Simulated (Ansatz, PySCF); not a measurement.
Gas-phase reaction (SMILES): COB(I)I -> I[B]I + C[O]; the B-O bond at the site shown breaks (other sites are not compared here).

Each molecule is optimised on its own at B3LYP-D3(BJ)/def2-TZVP (Ansatz, a quantum-chemistry and plane-wave program), one conformer each, not searched for the lowest. Valence correlation only, unless marked. Open shells are spin-unrestricted. Spin-orbit coupling is left out. Frozen are the shells of the preceding noble gas and the d and f shells that filled before the atom's block. Past Kr the def2 sets carry scalar-relativistic core potentials. CBS(X,Y): correlation extrapolated as X^-3; Hartree-Fock from the larger set. The bracket is a focal-point correction in the basis named. Thermal terms are rigid-rotor harmonic-oscillator values from B3LYP-D3(BJ) frequencies (Ansatz or PySCF) at 298.15 K and 1 atm. 1 Eh = 627.5095 kcal/mol.

| species | E, RI-MP2/CBS(def2-TZVPPD,def2-QZVPPD)+[CCSD(T)-MP2]/def2-TZVPPD (Ansatz) (Eh) | E, wB97M-V/def2-TZVPD (Ansatz) (Eh) | H - E (Eh) |
|---|---|---|---|
| COB(I)I | -733.63023 | -735.46699 | 0.05528 |
| I[B]I | -618.47706 | -620.19912 | 0.00780 |
| C[O] | -114.93386 | -115.04764 | 0.04008 |

### Question
Work out ΔE and ΔH at 298.15 K at the first level, then ΔH at the second.

### Answer

1. ΔE = [(-618.47706) + (-114.93386)] - [(-733.63023)] = 0.21931 Eh = 137.6 kcal/mol at RI-MP2/CBS(def2-TZVPPD,def2-QZVPPD)+[CCSD(T)-MP2]/def2-TZVPPD.
2. The terms H - E add up to -0.00740 Eh, so ΔH = (0.21931 + (-0.00740))×627.5095 = 133.0 kcal/mol.
3. At wB97M-V/def2-TZVPD the same steps give ΔE = 138.2 and ΔH = 133.6 kcal/mol, a shift of +0.6 from the first level.
4. These values are not checked against measurement here, since the tables used lack a sound gas-phase enthalpy of formation for at least one species.
